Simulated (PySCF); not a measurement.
**J couplings in C$_{3}$H$_{5}$BF$_{4}$**

Molfile (atoms numbered from 1):
```
C3H5BF4
     RDKit          3D

 13 12  0  0  0  0  0  0  0  0999 V2000
    3.0100    0.7755   -1.0259 F   0  0  0  0  0  0  0  0  0  0  0  0
    2.1019    0.3498   -0.1684 B   0  0  0  0  0  0  0  0  0  0  0  0
    2.5352    0.0178    1.0341 F   0  0  0  0  0  0  0  0  0  0  0  0
    0.6024    0.2158   -0.5763 C   0  0  0  0  0  0  0  0  0  0  0  0
   -0.3642   -0.0095    0.5754 C   0  0  0  0  0  0  0  0  0  0  0  0
   -1.7629   -0.3246    0.1168 C   0  0  0  0  0  0  0  0  0  0  0  0
   -2.5598   -0.5505    1.1841 F   0  0  0  0  0  0  0  0  0  0  0  0
   -1.7613   -1.4496   -0.6414 F   0  0  0  0  0  0  0  0  0  0  0  0
    0.5580   -0.6437   -1.2720 H   0  0  0  0  0  0  0  0  0  0  0  0
    0.3200    1.0880   -1.1911 H   0  0  0  0  0  0  0  0  0  0  0  0
   -0.4163    0.8739    1.2313 H   0  0  0  0  0  0  0  0  0  0  0  0
   -0.0361   -0.8505    1.2068 H   0  0  0  0  0  0  0  0  0  0  0  0
   -2.2161    0.4838   -0.4866 H   0  0  0  0  0  0  0  0  0  0  0  0
  1  2  1  0
  2  3  1  0
  2  4  1  0
  4  5  1  0
  5  6  1  0
  6  7  1  0
  6  8  1  0
  4  9  1  0
  4 10  1  0
  5 11  1  0
  5 12  1  0
  6 13  1  0
M  END
```

Method: B3LYP/pcJ-1 (spin–dipole term only in couplings to heteroatoms)//PBE0-D3(BJ)/def2-SVP, PySCF 2.14.0 with density-fitted response routines; isolated molecule, single conformer, non-relativistic. Couplings are averaged over pairs made equivalent by symmetry, fast rotation or ring inversion, so a value needn't be that of the named pair in this geometry, while other rotamers aren't included; one pair stands for each set, and the list holds a selection of those of at least 0.8 Hz over up to four bonds. One-bond C–F couplings come out tens of Hz too large with common functionals.

Isotopes: ¹³C, ¹⁹F, ¹H, ¹¹B.

```tsv
pair	bonds	J (Hz)
F1, B2	1	-138.0
B2, C4	1	83.5
C4, C5	1	37.0
C4, H9	1	122.7
C5, C6	1	47.6
C5, H11	1	?
C6, F7	1	-300.8
C6, H13	1	184.1
F1, F3	2	-216.0
F1, C4	2	?
B2, C5	2	-1.1
B2, H9	2	?
C4, H11	2	?
C5, F7	2	22.3
C6, H11	2	?
F7, F8	2	?
F7, H13	2	64.8
H9, H10	2	-20.6
F1, C5	3	2.7
F1, H9	3	3.7
B2, H11	3	?
C4, F7	3	5.0
C6, H9	3	3.2
F7, H11	3	?
F7, H12	3	22.7
B2, F7	4	1.3
```

**Question.** Estimate the withheld couplings, with signs.

**Answer.** 
- ¹J(C5,H11) = 134.3 Hz (bond length 1.101 Å, sp3 carbon)
- ²J(F1,C4) = 31.1 Hz (mean over equivalent pairs that range from 30.1 to 32.2 Hz in this conformer)
- ²J(B2,H9) = -8.0 Hz (angle at C4 106°)
- ²J(C4,H11) = -2.9 Hz (angle at C5 111°)
- ²J(C6,H11) = -5.4 Hz (mean over equivalent pairs that range from -9.3 to -1.5 Hz in this conformer)
- ²J(F7,F8) = 251.3 Hz (angle at C6 108°)
- ³J(B2,H11) = 2.3 Hz (dihedral angle 67°)
- ³J(F7,H11) = 7.4 Hz (mean over equivalent pairs that range from 2.1 to 12.7 Hz in this conformer)
